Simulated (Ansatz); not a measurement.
Input for Ansatz (a first-principles code): R-BLYP/def2-TZVPP on C3H9B (SMILES BC(C)C), a point of a torsion scan.

Ansatz 0.2 input:
```yaml
crystal:
  periodic: [false, false, false]
  atoms:
    - {symbol: B, position_ang: [-0.27617346, 1.57425287, 0.17802030]}
    - {symbol: C, position_ang: [0.01759391, 0.04398474, 0.43002920]}
    - {symbol: C, position_ang: [-1.02037463, -0.91699373, -0.15640712]}
    - {symbol: C, position_ang: [1.39448684, -0.23892864, -0.20592673]}
    - {symbol: H, position_ang: [-0.85319800, 1.91395349, -0.78009465]}
    - {symbol: H, position_ang: [0.14633821, 2.37875495, 0.91366270]}
    - {symbol: H, position_ang: [0.11391625, -0.18147588, 1.49821180]}
    - {symbol: H, position_ang: [-0.73113106, -1.95297993, 0.01727362]}
    - {symbol: H, position_ang: [-1.11987835, -0.76498785, -1.22881222]}
    - {symbol: H, position_ang: [-1.99284996, -0.75291450, 0.30276377]}
    - {symbol: H, position_ang: [1.36531951, -0.04894400, -1.27685121]}
    - {symbol: H, position_ang: [1.67078368, -1.28033763, -0.04962209]}
    - {symbol: H, position_ang: [2.16277792, 0.39277809, 0.23414425]}
basis:
  gaussian:
    orbitals: def2-TZVPP
hamiltonian:
  xc: {name: BLYP}
scf: {lower_state_search: off}
```

The log:

```
WARN ansatz: RAYON_NUM_THREADS=1 ignored (pool sized by the plan → 1); use --threads N
Functional definition: BLYP
these checks for a lower state are left out or cut short: stability, starts, cluster_reference, orbital_swaps, neighbouring_geometries, increment
integrals: 0.14 GiB planned
1240 factors; their error is unknown
mean field: 1.26 GiB planned
mean field evaluation 1: about -3915.5155 eV, gradient 8.3e1 eV
mean field evaluation 2: about -3864.5588 eV, gradient 1.5e2 eV
mean field evaluation 4: about -3932.1277 eV, gradient 1.2e1 eV
mean field evaluation 8: about -3932.4362 eV, gradient 2.2e-1 eV
mean field evaluation 16: about -3932.3979 eV, gradient 3.6e-4 eV
mean field -3932.39785187 eV, -144.5129555810 hartree, gradient 3.8e-6 eV, S^2 0.000000; 0 other end points of the search recorded, 0 dependent functions left out
reference -3932.39825112 eV, -144.5129702534 hartree; 16, 16 occupied and 234, 234 virtual orbitals, 1240 factors
Total energy: -3932.39825112 eV, -144.5129702534 hartree
Checks for a lower state left out: stability, starts, cluster_reference, orbital_swaps, neighbouring_geometries, increment
```

Self-consistency was reached.

Cost: roughly 2.0 core-seconds.
